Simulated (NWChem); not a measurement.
A series in which one site is exchanged, each optimised at PBE0/def2-SVP with NWChem, gas phase unless a solvent is named. All stand in one matching conformer (torsions within 35°), which need not be the lowest. This build's default masses of Se (78.918 u) and Br (79.917 u) are each other's, which moves their modes by up to 0.6 %. For some, no frequency run checked for a minimum. def2 effective core potentials on Cd, Te; no spin-orbit coupling.

A: O[Te]Cl (HTeOCl; site = Te)
B: [OH][Be][Cl] (BeHOCl; site = Be)
C: [OH][Cd][Cl] (CdHOCl; site = Cd)
D: Cl[Se]O (HSeOCl; site = Se)

### Question
Rank them by dipole (D), PBE0/def2-SVP, lowest first.

### Answer
C (1.88), D (1.98), A (2.41), B (2.50)
